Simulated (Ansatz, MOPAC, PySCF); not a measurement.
System: C$_{3}$H$_{3}$O, net charge 0, doublet state. SMILES: C#C[CH]O
Structure (B3LYP-D3(BJ)/def2-TZVP (Ansatz, an electronic-structure program) minimum search):
```xyz
7

C      1.9014    -0.0522    -0.0944
C      0.7009    -0.2525    -0.0228
C     -0.6514    -0.4564     0.0567
O     -1.5576     0.5605     0.0508
H      2.9487     0.1121    -0.1563
H     -1.1051    -1.4320     0.1300
H     -1.0887     1.4026    -0.0164
```
Charge 0, spin multiplicity 2.

Unscaled harmonic wavenumbers (cm⁻¹) in rising order, each level at the stationary point that it reaches from this structure (no distance between atoms moves by over 0.3 Å); the order of modes can differ between levels, and a negative number is imaginary. B3LYP-D3(BJ)/def2-TZVP (PySCF, at the structure above): 215, 300, 360, 430, 589, 606, 702, 988, 1206, 1304, 1444, 2042, 3231, 3466, 3773.

PM3 (MOPAC): 248, 250, 383, 553, 614, 752, 848, 1041, 1082, 1416, 1539, 2086, 3072, 3344, 3882. Zero-point energy 30.2 against 29.5 kcal/mol; where all levels lie over 400 cm⁻¹, the wavenumbers are on average 1.071 times those of B3LYP-D3(BJ)/def2-TZVP.

HF/3-21G (Ansatz): 222, 325, 409, 529, 603, 622, 811, 983, 1257, 1398, 1521, 1937, 3416, 3614, 3895. Zero-point energy 30.8 against 29.5 kcal/mol; where all levels lie over 400 cm⁻¹, the wavenumbers are on average 1.057 times those of B3LYP-D3(BJ)/def2-TZVP.
